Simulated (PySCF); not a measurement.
Molecule: SMILES C1(CO)CCCC1, C₆H₁₂O.

Geometry (Å), atoms numbered from 1 in this order:
```xyz
19

O     2.508   -1.095   -0.282
C     1.757    0.071   -0.486
C     0.455    0.092    0.297
C    -0.464   -1.102    0.021
C    -1.837   -0.598    0.450
C    -1.867    0.829   -0.100
C    -0.416    1.339    0.019
H     2.704   -1.158    0.658
H     1.528    0.108   -1.565
H     2.344    0.985   -0.258
H     0.711    0.079    1.374
H    -0.465   -1.322   -1.062
H    -0.140   -2.021    0.531
H    -2.669   -1.221    0.087
H    -1.900   -0.584    1.552
H    -2.590    1.476    0.420
H    -2.172    0.805   -1.159
H    -0.309    2.081    0.824
H    -0.096    1.843   -0.908
```

Geometry PBE0-D3(BJ)/def2-SVP throughout; GIAO in PySCF, gas phase, one conformer, non-relativistic; equivalent atoms averaged; basis pcSseg-1.

(1) How do the absolute shieldings σ depend on the functional? (a selection of nuclei; ppm; last column core-seconds on shared hosts with different chips, so compare them loosely; the GGAs took longer than the global hybrids here, which isn't the general rule, and the cause wasn't traced)

(2) Which nucleus among those listed moves most, in ppm?

## Answers

(1) 
| functional | kind | C2 | C3 | C4/C7 | C5/C6 | H9/H10 | H13/H18 | H11 | H12/H19 | H8 | core-s |
| --- | --- | --- | --- | --- | --- | --- | --- | --- | --- | --- | --- |
| HF | Hartree–Fock | 127.6 | 150.8 | 163.3 | 165.7 | 28.54 | 30.11 | 30.50 | 30.92 | 31.72 | 11 |
| PBE | GGA | 105.5 | 129.6 | 146.8 | 149.7 | 27.55 | 29.35 | 29.53 | 30.24 | 32.00 | 52 |
| BLYP | GGA | 98.9 | 123.0 | 141.1 | 144.0 | 27.71 | 29.51 | 29.73 | 30.40 | 32.16 | 36 |
| BP86 | GGA | 105.3 | 129.4 | 146.6 | 149.5 | 27.62 | 29.43 | 29.61 | 30.30 | 32.03 | 34 |
| PBE0 | global hybrid | 113.4 | 137.3 | 152.9 | 155.7 | 27.80 | 29.51 | 29.73 | 30.36 | 31.85 | 23 |
| WP04 | global hybrid | 100.5 | 123.9 | 138.9 | 141.4 | 28.24 | 29.91 | 30.08 | 30.59 | 31.81 | 22 |
| B97-2 | global hybrid | 113.3 | 137.0 | 152.1 | 154.7 | 27.91 | 29.62 | 29.84 | 30.44 | 31.95 | 27 |
| LC-wPBE | range-separated hybrid | 119.7 | 144.6 | 158.7 | 161.8 | 27.95 | 29.66 | 29.85 | 30.41 | 31.82 | 42 |

(2) C2 (sp3 CH2 bonded to O): from 98.9 ppm with BLYP to 127.6 ppm with HF. The smallest spread is 0.44 ppm, at H8. Proton shifts span only some 12 ppm, so a few tenths of a ppm matter as much there as several ppm in carbon.
